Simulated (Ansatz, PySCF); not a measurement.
Molecule: Al2 (charge 0, triplet). 
Geometry from a B3LYP-D3(BJ)/def2-TZVP (Ansatz, a program for electronic structure) optimisation:
```xyz
2

Al     0.0000     0.0000    -1.3777
Al     0.0000     0.0000     1.3777
```
Charge 0, spin multiplicity 3.

Property: vertical ionisation energy (to the doublet state of charge +1; each state is the SCF solution reached for its spin), in eV. Valence correlation only, unless marked. UHF or UKS for open shells. Spin-orbit coupling is left out. No relativistic terms. Basis-set limits of correlation are two-point, X^-3; Hartree-Fock from the larger set.

```json
[
 {"level": "B3LYP/def2-TZVPD", "program": "Ansatz", "vertical ionisation energy (eV)": "6.14", "minus last row": "-0.06"},
 {"level": "CAM-B3LYP/def2-TZVPD", "program": "Ansatz", "vertical ionisation energy (eV)": "6.05", "minus last row": "-0.15"},
 {"level": "CCSD/def2-SVPD", "program": "Ansatz", "vertical ionisation energy (eV)": "5.97", "minus last row": "-0.23"},
 {"level": "CCSD/def2-TZVPPD", "program": "Ansatz", "vertical ionisation energy (eV)": "6.06", "minus last row": "-0.14"},
 {"level": "CCSD/CBS(aug-cc-pV(T+d)Z,aug-cc-pV(Q+d)Z)", "program": "Ansatz", "vertical ionisation energy (eV)": "6.09", "minus last row": "-0.11"},
 {"level": "CCSD/CBS(def2-TZVPPD,def2-QZVPPD)", "program": "Ansatz", "vertical ionisation energy (eV)": "6.09", "minus last row": "-0.11"},
 {"level": "CCSD(T)/def2-SVPD", "program": "Ansatz", "vertical ionisation energy (eV)": "6.04", "minus last row": "-0.16"},
 {"level": "CCSD(T)/aug-cc-pV(T+d)Z", "program": "Ansatz", "vertical ionisation energy (eV)": "6.16", "minus last row": "-0.04"},
 {"level": "CCSD(T)/aug-cc-pV(Q+d)Z", "program": "Ansatz", "vertical ionisation energy (eV)": "6.18", "minus last row": "-0.02"},
 {"level": "CCSD(T)/CBS(aug-cc-pV(T+d)Z,aug-cc-pV(Q+d)Z)", "program": "Ansatz", "vertical ionisation energy (eV)": "6.20", "minus last row": "0.00"}
]
```

For comparison, minus the highest occupied orbital energy (PySCF): 4.93 eV at M06-2X/def2-TZVPD, 3.90 eV at TPSS/def2-TZVPD, 3.90 eV at BP86/def2-TZVPD.
